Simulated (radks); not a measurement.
Task: The mean radii <r> (bohr) of the occupied orbitals of an atom or ion are listed with their occupations. Method: non-relativistic Kohn-Sham, exchange-only LDA, spin-polarised, spherical densities, point nucleus; computed with a radial shooting solver on a logarithmic mesh with Libxc functionals.

| orbital | occ. | <r> |
|---|---|---|
| 1s up | 1 | 0.02816 |
| 1s down | 1 | 0.02816 |
| 2s up | 1 | 0.1209 |
| 2s down | 1 | 0.1209 |
| 2p up | 3 | 0.1028 |
| 2p down | 3 | 0.1028 |
| 3s up | 1 | 0.3155 |
| 3s down | 1 | 0.3153 |
| 3p up | 3 | 0.3047 |
| 3p down | 3 | 0.3045 |
| 3d up | 5 | 0.2734 |
| 3d down | 5 | 0.2732 |
| 4s up | 1 | 0.6456 |

Name the element and its charge. Open shells, if any, are filled with parallel spins first.

Result: Z = 54, xenon, charge +25: Xe25+ in [Ar] 3d10 4s1. The 1s radius gives Z: for a bare nucleus <r> = 1.5/Z, 0.02778 bohr for Z = 54, and screening makes it slightly larger (0.02816 here). The occupations add up to 29, and the charge is Z minus that.
